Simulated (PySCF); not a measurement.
Compound: C3H7FSSi.
Structure used (PBE0-D3(BJ)/def2-SVP), in Å, numbered top down from 1:
```xyz
13
C3H7FSSi angstrom
C     -0.3379    1.1479    0.0572
C     -0.4491   -0.1869   -0.0594
Si    -2.1114   -0.9888    0.2694
F     -3.1477    0.2133    0.6343
S      0.8149   -1.3120   -0.5081
C      2.2341   -0.2430   -0.7860
H      0.5950    1.6906   -0.1206
H     -1.2097    1.7421    0.3433
H     -2.0481   -1.9203    1.4284
H     -2.6216   -1.6950   -0.9369
H      2.0329    0.4801   -1.5903
H      2.5188    0.2887    0.1341
H      3.0595   -0.9003   -1.0911
```

Level of theory: PBE0-D3(BJ)/def2-SVP geometry optimisation, gas phase in PySCF 2.14.0.

Masses are those of the commonest isotopes; rigid-rotor values at the optimised geometry. The values belong to one conformer with, in the numbering `[CH2:1]=[C:2]([SiH2:3][F:4])[S:5][CH3:6]`, C1–C2–Si3–F4 1°, C1–C2–S5–C6 -1°.

(1) What are A, B and C (cm⁻¹)?

(2) What kind of rotor is it?

(3) Is it planar, by Δ = Ic − Ia − Ib?

(4) Give the other two planar moments, Paa and Pbb, and the rms extents of the mass along the axes.

(5) List the rotational levels J(Ka,Kc) to J = 3 (cm⁻¹).

(6) Predict some low-J microwave lines.

## Answers

(1) Ia = 89.80, Ib = 420.67, Ic = 501.13 u·Å²; 505379 MHz·u·Å²/I gives 5628, 1201 and 1008 MHz, that is A = 0.18772, B = 0.04007, C = 0.03364 cm⁻¹.

(2) A near-prolate asymmetric top; Ray's κ = -0.916.

(3) Not planar: Δ = Ic − Ia − Ib = -9.34 u·Å². For a rigid frame Δ = −2 Σ m c², so Σ m c² = 4.67 u·Å² lies off the ab plane: 4.65 from hydrogen and 0.02 from heavier atoms. The atom farthest from that plane is 1.23 Å away.

(4) Paa = Σ m a² = (Ib + Ic − Ia)/2 = 416.00 and Pbb = Σ m b² = (Ia + Ic − Ib)/2 = 85.13 u·Å². With the mass M = 122.00 u, the rms extents √(P/M) along a, b and c are 1.85, 0.84, 0.20 Å.

(5) Above 0(0,0):
J = 1: 1(0,1) 0.0737, 1(1,1) 0.2214, 1(1,0) 0.2278
J = 2: 2(0,2) 0.2209, 2(1,2) 0.3624, 2(1,1) 0.3817, 2(2,1) 0.8246, 2(2,0) 0.8248
J = 3: 3(0,3) 0.4412, 3(1,3) 0.5737, 3(1,2) 0.6123, 3(2,2) 1.0457, 3(2,1) 1.0468, 3(3,1) 1.8002, 3(3,0) 1.8002
Those of J = 1 are B + C, A + C and A + B.

(6) The dipole components are |μa| = 2.13 D, |μb| = 0.54 D, |μc| = 0.00 D. Intensities carry the squares of the components, which stand as 1.00 : 0.06 : 0.00 (a : b : c). Some lines, for components of 0.1 D or more:

```tsv
type	branch	J(Ka,Kc)	MHz	lower level (cm⁻¹)
a	Q	2(1,1) ← 2(1,2)	579	0.362
a	R	2(1,1) ← 1(1,0)	4613	0.228
b	R	4(0,4) ← 3(1,3)	4807	0.574
b	Q	3(1,2) ← 3(0,3)	5128	0.441
b	Q	4(1,3) ← 4(0,4)	5563	0.734
a	R	3(1,3) ← 2(1,2)	6336	0.362
a	R	3(0,3) ← 2(0,2)	6605	0.221
b	R	5(0,5) ← 4(1,4)	7293	0.855
b	R	2(1,2) ← 1(0,1)	8653	0.074
a	R	4(0,4) ← 3(0,3)	8778	0.441
a	R	4(3,2) ← 3(3,1)	8851	1.800
a	R	4(3,1) ← 3(3,0)	8852	1.800
a	R	5(1,5) ← 4(1,4)	10541	0.855
b	R	3(1,3) ← 2(0,2)	10576	0.221
a	R	5(2,3) ← 4(2,2)	11157	1.343
b	R	4(1,4) ← 3(0,3)	12413	0.441
b	Q	2(2,0) ← 2(1,1)	13285	0.382
b	R	2(2,0) ← 1(1,1)	18091	0.221
b	R	3(2,2) ← 2(1,1)	19909	0.382
b	Q	4(3,2) ← 4(2,3)	22635	1.340
b	Q	5(3,3) ← 5(2,4)	22668	1.709
b	R	5(2,4) ← 4(1,3)	23651	0.920
b	R	5(2,3) ← 4(1,4)	25793	0.855
b	R	3(3,1) ← 2(2,0)	29241	0.825
b	Q	5(4,1) ← 5(3,2)	31639	2.465
b	R	4(4,1) ← 3(3,0)	40500	1.800
b	Q	5(5,1) ← 5(4,2)	40693	3.520
b	R	5(5,0) ← 4(4,1)	51755	3.151
```

Not checked by PBE0-D3(BJ)/def2-SVP frequencies. Constants of a rigid frame at the computed geometry: no zero-point averaging, no centrifugal distortion. A rigid rotor knows nothing of internal rotation, which can split or shift real lines.
